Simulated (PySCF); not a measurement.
ECD: `C[C@@H]1[C@@H](S)[C@]12C[C@@H]2F`, C6H9FS

Geometry (Å), atoms numbered from 1 in this order:
```xyz
17

C    -1.3576   -1.6437    0.1839
C    -0.9616   -0.2245    0.5034
C    -0.6545    0.7448   -0.6156
S    -1.1650    2.4732   -0.5376
C     0.4312    0.2340    0.2485
C     1.7786   -0.3751    0.0977
C     1.5539    0.7950    1.0209
F     1.5965    0.5701    2.3683
H    -0.8095   -2.0061   -0.6828
H    -1.1368   -2.2915    1.0302
H    -2.4238   -1.7021   -0.0252
H    -1.4537    0.1839    1.3802
H    -0.7186    0.4019   -1.6395
H    -0.9345    2.6269    0.7642
H     1.9434   -1.3401    0.5548
H     2.3409   -0.2081   -0.8092
H     1.9642    1.7734    0.7973
```

Method: PySCF 2.14.0, TDDFT B3LYP/def2-SVPD circular dichroism and optical rotation, one conformer, gas phase. Geometry: GFN2-xTB.

The molecule is flexible and this is one conformer; a measurement averages over conformers. States above about 6.4 eV lie in this functional's continuum (it starts at minus the energy of the highest occupied orbital, well below the true ionisation energy for most functionals) and depend on the basis.

(1) What are the CIP labels of the stereocentres?

(2) Which excitations and rotatory strengths does the calculation give?

## Answers

(1) C2 S, C3 R, C5 R, C7 S.

(2) Rotatory strengths R in 10⁻⁴⁰ esu² cm², velocity form and length form (origin at the centre of mass); f in length form.
| state | E (eV) | λ (nm) | f | R (velocity) | R (length) | main |
| --- | --- | --- | --- | --- | --- | --- |
| 1 | 5.26 | 236 | 0.001 | +1.2 | +1.0 | HOMO→LUMO 0.92 |
| 2 | 5.79 | 214 | 0.036 | +1.7 | +1.7 | HOMO→LUMO+1 0.93 |
| 3 | 6.19 | 200 | 0.007 | -3.0 | -3.6 | HOMO→LUMO+2 0.72, HOMO→LUMO+3 0.19 |
| 4 | 6.36 | 195 | 0.002 | +3.5 | +3.3 | HOMO→LUMO+3 0.79, HOMO→LUMO+2 0.16 |
| 5 | 6.60 | 188 | 0.0004 | +0.8 | +0.9 | HOMO→LUMO+4 0.95 |
| 6 | 7.01 | 177 | 0.038 | -11.1 | -10.8 | HOMO→LUMO+5 0.94 |
| 7 | 7.12 | 174 | 0.006 | +2.1 | +1.4 | HOMO−1→LUMO 0.93 |
| 8 | 7.32 | 169 | 0.029 | -18.0 | -16.5 | HOMO→LUMO+6 0.82, HOMO→LUMO+7 0.11 |

Among the states computed, the strongest CD band (largest |R|) is state 8. The largest dissymmetry factor in size, g = 4R/(D+G), with D and G the electric and magnetic dipole strengths, is +0.018 for state 5 (velocity form, f = 0.0004), among bands with |R| over 0.5. The mirror image has the same energies and oscillator strengths and all R with the opposite sign.
